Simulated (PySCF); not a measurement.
C7H15FSi.
Atom-mapped SMILES: `[CH3:1][SiH2:2][CH2:3][C@@H:4]1[CH2:5][CH2:6][CH2:7][C@H:8]1[F:9]`

Structure used (GFN2-xTB), in Å, numbered top down from 1:
```
atom  x, y, z in Å
C1     3.915   -0.105   -0.018
Si2    2.211    0.725    0.079
C3     0.885   -0.645   -0.026
C4    -0.526   -0.139    0.239
C5    -1.608   -1.224    0.178
C6    -2.896   -0.428   -0.012
C7    -2.497    0.649   -1.024
C8    -1.006    0.916   -0.768
F9    -0.820    2.185   -0.249
H10    4.023   -0.696   -0.923
H11    4.703    0.640   -0.017
H12    4.088   -0.765    0.826
H13    2.071    1.665   -1.039
H14    2.071    1.433    1.356
H15    1.109   -1.426    0.703
H16    0.910   -1.124   -1.008
H17   -0.557    0.330    1.227
H18   -1.621   -1.843    1.074
H19   -1.436   -1.869   -0.686
H20   -3.724   -1.041   -0.364
H21   -3.185    0.033    0.933
H22   -2.636    0.284   -2.041
H23   -3.069    1.567   -0.906
H24   -0.418    0.898   -1.692
```

Definitions: NICS(0) = −σiso at the ring centroid; NICS(1) = −σiso and NICS(1)zz = −σzz at ±1 Å along the ring normal z. Level: GIAO PBE0/pcSseg-1 (PySCF, non-relativistic, gas phase) on the GFN2-xTB geometry, one conformer.

Ring bond lengths (Å), with Mayer bond orders in brackets: C4–C5 1.533 (0.99), C5–C6 1.526 (1.03), C6–C7 1.531 (1.04), C7–C8 1.536 (1.02), C8–C4 1.536 (0.98).

**Question.** Give the NICS values of each ring in ppm.

**Answer.** 
```tsv
ring	type	NICS(0)	NICS(1), two faces	NICS(1)zz, two faces	rms pucker (Å)	centre to ring atoms, mean (Å)
C4–C5–C6–C7–C8	5-membered carbocycle; formal bonds all single	-4.4	-2.9 / -4.5	-0.4 / -3.0	0.18	1.28
```

**Question.** What do they say, and how far can they be read as aromaticity?

**Answer.** 
- C4–C5–C6–C7–C8: mean NICS(1)zz -1.7 ppm, near zero. C4, C5, C6, C7, C8 have four or more neighbours, and the NICS criterion for π rings isn't applied.

**Question.** What is the mean of the two in-plane components of NICS at the second NICS(1) probe listed for ring C4–C5–C6–C7–C8, 1 Å off the ring?

**Answer.** The isotropic value is a third of the trace: (3 × -4.5 − (-3.0))/2 = -5.2 ppm.

**Question.** Give the inner angles of the rings and the Hirshfeld charges of the ring atoms.

**Answer.** 
- C4–C5–C6–C7–C8: C4 103.9° (-0.035 e), C5 103.4° (-0.071 e), C6 103.2° (-0.070 e), C7 105.4° (-0.079 e), C8 107.0° (+0.066 e); sum 522.9° against 540° for a flat convex ring.

**Question.** What are the shieldings of the ring atoms and their hydrogens in the same run (means over atoms taken as equivalent)?

**Answer.** 
```csv
atoms,environment,σ isotropic (ppm)
C4,sp3 CH carbon,137.0
C5,ring CH2 carbon,145.0
C6,ring CH2 carbon,158.5
C7,ring CH2 carbon,148.9
C8,sp3 C–F carbon,82.7
H17,methine hydrogen,29.76
H18,methylene hydrogen,29.74
H19,methylene hydrogen,30.64
H20,methylene hydrogen,30.07
H21,methylene hydrogen,29.83
H22,methylene hydrogen,29.70
H23,methylene hydrogen,29.60
H24,methine hydrogen,27.00
```

The run took 68 s of wall time (grids of density and orbitals included) on one thread, Arm Neoverse V2 (aarch64), shared host with 96 logical CPUs at a one-minute load of 65, and the process peaked at 1.0 GiB of memory. This is the whole shielding run at PBE0/pcSseg-1, SCF included.
